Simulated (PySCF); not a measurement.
SMILES [S](B(O)O)[Ge]([CH3])([CH3])[CH3] (C3H11BGeO2S), GFN2-xTB optimised geometry.

```
19

Ge    -0.32     0.63     0.00
C     -1.10    -0.35    -1.56
C     -0.98     2.51     0.00
C      1.68     0.63     0.00
S     -1.13    -0.17     1.95
B     -0.49    -1.84     1.83
O      0.24    -2.14     0.72
O     -0.68    -2.80     2.77
H     -0.90     0.20    -2.47
H     -2.18    -0.43    -1.44
H     -0.68    -1.34    -1.64
H     -0.61     3.04     0.87
H     -0.65     3.02    -0.89
H     -2.07     2.53     0.03
H      2.07    -0.38    -0.08
H      2.03     1.21    -0.84
H      2.05     1.08     0.91
H      0.56    -3.04     0.70
H     -1.20    -2.56     3.53
```

Density from PBE0/def2-SVP (PySCF) at that geometry.

Minimum of the electron density along straight lines between bonded atoms, close to the bond critical point (lines longer than 1.1 times the sum of covalent radii, or with two minima, are not listed):

```json
[
 {"bond": "Ge1–C2", "length / Å": "1.996", "ρ at the minimum / e bohr⁻³": "0.121", "∇²ρ there / e bohr⁻⁵": "0.02", "position (fraction from the first atom)": "0.47"},
 {"bond": "Ge1–C3", "length / Å": "1.992", "ρ at the minimum / e bohr⁻³": "0.122", "∇²ρ there / e bohr⁻⁵": "0.03", "position (fraction from the first atom)": "0.47"},
 {"bond": "Ge1–C4", "length / Å": "1.996", "ρ at the minimum / e bohr⁻³": "0.121", "∇²ρ there / e bohr⁻⁵": "0.02", "position (fraction from the first atom)": "0.47"},
 {"bond": "Ge1–S5", "length / Å": "2.258", "ρ at the minimum / e bohr⁻³": "0.092", "∇²ρ there / e bohr⁻⁵": "0.05", "position (fraction from the first atom)": "0.44"},
 {"bond": "S5–B6", "length / Å": "1.796", "ρ at the minimum / e bohr⁻³": "0.156", "∇²ρ there / e bohr⁻⁵": "-0.23", "position (fraction from the first atom)": "0.69"},
 {"bond": "B6–O7", "length / Å": "1.357", "ρ at the minimum / e bohr⁻³": "0.205", "∇²ρ there / e bohr⁻⁵": "1.14", "position (fraction from the first atom)": "0.33"},
 {"bond": "B6–O8", "length / Å": "1.352", "ρ at the minimum / e bohr⁻³": "0.206", "∇²ρ there / e bohr⁻⁵": "1.14", "position (fraction from the first atom)": "0.33"},
 {"bond": "C2–H9", "length / Å": "1.085", "ρ at the minimum / e bohr⁻³": "0.273", "∇²ρ there / e bohr⁻⁵": "-0.98", "position (fraction from the first atom)": "0.62"},
 {"bond": "C2–H10", "length / Å": "1.086", "ρ at the minimum / e bohr⁻³": "0.273", "∇²ρ there / e bohr⁻⁵": "-0.99", "position (fraction from the first atom)": "0.63"},
 {"bond": "C2–H11", "length / Å": "1.084", "ρ at the minimum / e bohr⁻³": "0.276", "∇²ρ there / e bohr⁻⁵": "-1.01", "position (fraction from the first atom)": "0.63"},
 {"bond": "C3–H12", "length / Å": "1.086", "ρ at the minimum / e bohr⁻³": "0.273", "∇²ρ there / e bohr⁻⁵": "-0.99", "position (fraction from the first atom)": "0.63"},
 {"bond": "C3–H13", "length / Å": "1.086", "ρ at the minimum / e bohr⁻³": "0.272", "∇²ρ there / e bohr⁻⁵": "-0.98", "position (fraction from the first atom)": "0.62"},
 {"bond": "C3–H14", "length / Å": "1.086", "ρ at the minimum / e bohr⁻³": "0.273", "∇²ρ there / e bohr⁻⁵": "-0.99", "position (fraction from the first atom)": "0.63"},
 {"bond": "C4–H15", "length / Å": "1.084", "ρ at the minimum / e bohr⁻³": "0.276", "∇²ρ there / e bohr⁻⁵": "-1.01", "position (fraction from the first atom)": "0.63"},
 {"bond": "C4–H16", "length / Å": "1.085", "ρ at the minimum / e bohr⁻³": "0.273", "∇²ρ there / e bohr⁻⁵": "-0.98", "position (fraction from the first atom)": "0.62"},
 {"bond": "C4–H17", "length / Å": "1.086", "ρ at the minimum / e bohr⁻³": "0.273", "∇²ρ there / e bohr⁻⁵": "-0.99", "position (fraction from the first atom)": "0.63"},
 {"bond": "O7–H18", "length / Å": "0.959", "ρ at the minimum / e bohr⁻³": "0.356", "∇²ρ there / e bohr⁻⁵": "-2.41", "position (fraction from the first atom)": "0.82"},
 {"bond": "O8–H19", "length / Å": "0.956", "ρ at the minimum / e bohr⁻³": "0.359", "∇²ρ there / e bohr⁻⁵": "-2.52", "position (fraction from the first atom)": "0.82"}
]
```
